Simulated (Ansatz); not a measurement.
C4H11Al (`C[C](C)(C)[AlH2]`). Total charge 0; spin multiplicity 1. Geometry: relaxed with PBE0-D4/def2-TZVP.

```xyz
16

C    -1.081   -0.807    0.699
C    -0.010    0.009   -0.027
C     0.661    0.946    0.980
C    -0.659    0.832   -1.135
Al    1.367   -1.232   -0.720
H    -0.661   -1.417    1.505
H    -1.827   -0.139    1.154
H    -1.625   -1.475    0.023
H     1.420    1.584    0.513
H     1.142    0.399    1.797
H    -0.083    1.616    1.433
H    -1.165    0.203   -1.873
H     0.071    1.443   -1.675
H    -1.412    1.516   -0.719
H     2.121   -2.184    0.311
H     1.742   -1.295   -2.267
```

Question: What is the dipole moment at ωB97M-V/def2-TZVPP? (Estimate.)

Answer: The calculation gave: 0.64 D, with components (-0.45, 0.40, 0.21) D in this frame, pointing from negative to positive charge.

Question: And with PBE, r2SCAN, B3LYP? (Estimate.)

Answer: Ansatz gave: PBE 0.69 D, r2SCAN 0.66 D, B3LYP 0.63 D.

Question: Give the Mulliken charges with ωB97M-V, PBE, r2SCAN in def2-TZVPP. (Estimate.)

Answer: Computed: 
```
atom  ωB97M-V    PBE  r2SCAN
  C1    -0.36  -0.31   -0.23
  C2    -0.14   0.11    0.11
  C3    -0.36  -0.31   -0.23
  C4    -0.32  -0.27   -0.19
 Al5     0.40   0.32    0.45
  H6     0.13   0.10    0.06
  H7     0.10   0.06    0.03
  H8     0.11   0.08    0.05
  H9     0.11   0.08    0.05
 H10     0.13   0.10    0.06
 H11     0.10   0.06    0.03
 H12     0.11   0.08    0.04
 H13     0.11   0.08    0.05
 H14     0.10   0.06    0.03
 H15    -0.11  -0.12   -0.15
 H16    -0.10  -0.11   -0.16
```

B3LYP here is the variant with VWN-RPA as its local correlation; programs differ in this.
